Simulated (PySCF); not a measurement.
Perfluoroethyl bromide, C2BrF5.
Bonds: F1–C2, C2–F3, C2–F4, C2–C5, C5–F6, C5–F7, C5–Br8.

Computed by this run: PBE0-D3(BJ)/def2-SVP geometry optimisation, gas phase (PySCF); density fitting, grid level 1; the optimiser is geomeTRIC in internal coordinates, started from a GFN2-xTB structure with every atom displaced at random (about 0.01 Å).

Step 0: E = -85660.9568 eV
```
atom  x, y, z in Å  |  force x, y, z in eV/Å
F1     -1.6604    0.0248   -0.7198   -0.304  -0.181  -0.432
C2     -0.7037    0.3664    0.1108    0.345   0.299   0.274
F3     -0.5139    1.6820    0.0304    0.109  -0.417  -0.087
F4     -1.0762    0.0647    1.3398   -0.090  -0.059   0.200
C5      0.5972   -0.4096   -0.2288    0.701   0.189  -0.116
F6      0.9984   -0.1093   -1.4660   -0.321  -0.040   0.349
F7      0.3954   -1.7194   -0.1544   -0.244   0.282  -0.002
Br8     2.0067    0.0895    1.0301   -0.196  -0.073  -0.185
```

Step 1: E = -85660.9558 eV
```
atom  x, y, z in Å  |  force x, y, z in eV/Å
F1     -1.5785    0.0583   -0.8160   -0.164   0.045   0.192
C2     -0.6964    0.3687    0.1281    0.532  -0.072  -0.621
F3     -0.5053    1.6721    0.1219   -0.115   0.262   0.097
F4     -1.1338   -0.0255    1.2989   -0.282   0.062   0.349
C5      0.6165   -0.3790   -0.2082   -0.447  -0.410   0.268
F6      0.9336   -0.1665   -1.4670    0.182   0.223  -0.395
F7      0.3393   -1.6743   -0.0599    0.275  -0.111   0.060
Br8     2.0682    0.1353    0.9445    0.019   0.002   0.050
```

Step 2: E = -85660.9760 eV
```
atom  x, y, z in Å  |  force x, y, z in eV/Å
F1     -1.6128    0.0694   -0.7905    0.084  -0.070  -0.033
C2     -0.6946    0.3678    0.1216   -0.138   0.032  -0.205
F3     -0.5078    1.6761    0.1144    0.157   0.004  -0.083
F4     -1.1452    0.0080    1.3056    0.052  -0.130   0.215
C5      0.6146   -0.3986   -0.2166   -0.109  -0.175   0.184
F6      0.9530   -0.1552   -1.4727   -0.070   0.038  -0.073
F7      0.3852   -1.7049   -0.0743   -0.017   0.265  -0.081
Br8     2.0511    0.1266    0.9546    0.041   0.038   0.076
```

**Question.** Estimate the geometry and energy of step 3. (The exact step hangs on the optimiser's Hessian estimate; all steps are aligned on step 2, rigid shifts and turns removed.)

**Answer.** E = -85660.9828 eV, largest force 0.155 eV/Å
```
atom  x, y, z in Å  |  force x, y, z in eV/Å
F1     -1.6124    0.0566   -0.7885    0.046   0.003   0.070
C2     -0.6947    0.3655    0.1201   -0.024  -0.004  -0.065
F3     -0.4931    1.6725    0.0977   -0.014  -0.048  -0.042
F4     -1.1333    0.0104    1.3143   -0.004   0.005   0.019
C5      0.6097   -0.3983   -0.2146   -0.018  -0.097   0.076
F6      0.9434   -0.1408   -1.4714    0.008   0.001   0.003
F7      0.3811   -1.7024   -0.0846    0.006   0.144  -0.056
Br8     2.0428    0.1255    0.9691    0.001  -0.004  -0.005
```

The energy changes by -0.0068 eV. The first-order estimate −F·Δx gives -0.0112 eV and the mean of the old and new forces, exact on a quadratic surface, -0.0066 eV. The step makes an angle of 62° with the force vector and moves no atom by more than 0.023 Å.

The cost below is that of the whole optimisation. The run took 46 s on Intel Xeon 6975P-C, one thread (shared host), and the process peaked at 0.55 GiB of memory.
